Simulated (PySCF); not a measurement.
**19F shifts, computed and measured**

Computed: GIAO PBE0/pcSseg-2, gas phase, PySCF SCF with an in-house response code, geometries PBE0-D3(BJ)/def2-SVP, one conformer, no vibrational averaging, against isolated CFCl3 at the same level. Measured: against CFCl3, in the medium listed. The two scales can differ by a constant.

| compound (atom-mapped SMILES) | atom | computed / ppm | measured / ppm | medium |
| --- | --- | --- | --- | --- |
| [CH3:1][CH2:2][O:3][C:4](=[O:5])[C@H:6]([F:7])[c:8]1[cH:9][cH:10][cH:11][cH:12][cH:13]1 | F7 | -220.7 | -174 | not stated |
| [CH3:1][N:2]([C:3](=[O:4])[C:5]([F:6])([F:7])[F:8])[C:9](=[O:10])[C:11]([F:12])([F:13])[F:14] | F6/7/8/12/13/14 | -82.0 | -71.3 | not stated |
| [F:1][c:2]1[cH:3][cH:4][c:5](-[c:6]2[cH:7][cH:8][cH:9][cH:10][cH:11]2)[cH:12][cH:13]1 | F1 | -118.1 | -116.4 | not stated |

Give computed and measured shifts for these two.

```tsv
compound (atom-mapped SMILES)	atom
[F:1][c:2]1[cH:3][cH:4][cH:5][c:6](-[c:7]2[cH:8][cH:9][cH:10][cH:11][cH:12]2)[cH:13]1	F1
[O:1]=[C:2]([F:3])[c:4]1[cH:5][cH:6][cH:7][c:8](-[c:9]2[cH:10][cH:11][cH:12][cH:13][cH:14]2)[cH:15]1	F3
```


| compound (atom-mapped SMILES) | atom | computed / ppm | measured / ppm | medium |
| --- | --- | --- | --- | --- |
| [F:1][c:2]1[cH:3][cH:4][cH:5][c:6](-[c:7]2[cH:8][cH:9][cH:10][cH:11][cH:12]2)[cH:13]1 | F1 | -115.0 | -113.2 | not stated |
| [O:1]=[C:2]([F:3])[c:4]1[cH:5][cH:6][cH:7][c:8](-[c:9]2[cH:10][cH:11][cH:12][cH:13][cH:14]2)[cH:15]1 | F3 | 12.9 | 18.7 | CDCl3 |

How well does this level do over the whole set?

Computed less measured averages -13.3 ppm, and the scatter about that mean is 17.0 ppm (rms) over 5 compounds.

Measured values: G. Saielli, R. Bini, A. Bagno, Computational 19F NMR. 2. Organic compounds, RSC Adv. 2014, ESI; Mengjie Cen, Xi Yang, Shanshan Zhang, Liguang Gan, Long Liu, Tieqiao Chen, Facile synthesis of acyl fluorides through deoxyfluorination of carboxylic acids.
